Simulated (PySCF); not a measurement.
C⁺ (carbon, charge +1) across methods

[He] 2s2 2p1, 2P determinant. Computed with PySCF 2.14 in aug-cc-pVDZ-DK, with scalar relativity by spin-free X2C-1e.

| method | E (hartree) | mean ε 2s α (eV) | mean ε 2s β (eV) | mean ε 2p α (eV) | Σ⟨r²⟩ (bohr²) | ⟨S²⟩ |
| --- | --- | --- | --- | --- | --- | --- |
| LDA | -37.0454 | -26.187 | -24.668 | -17.814 | 8.217 | 0.751 |
| PBE | -37.3817 | -26.263 | -24.792 | -17.978 | 8.153 | 0.752 |
| PBE0 | -37.3922 | -28.223 | -26.310 | -19.801 | 8.131 | 0.753 |
| r2SCAN0 | -37.4168 | -28.513 | -26.385 | -20.307 | 8.122 | 0.754 |
| wB97X-V | -37.4397 | -30.893 | -29.037 | -22.309 | 8.170 | 0.752 |
| r2SCAN | -37.4134 | -26.729 | -24.981 | -18.632 | 8.133 | 0.754 |
| M06 | -37.4191 | -27.917 | -26.164 | -19.537 | 8.077 | 0.751 |
| B3LYP | -37.4446 | -27.827 | -26.056 | -19.587 | 8.125 | 0.752 |

Task: Estimate the same row for UHF.

Result: E (hartree) = -37.30535; mean ε 2s α (eV) = -33.343; mean ε 2s β (eV) = -29.643; mean ε 2p α (eV) = -24.833; Σ⟨r²⟩ (bohr²) = 8.160; ⟨S²⟩ = 0.756.
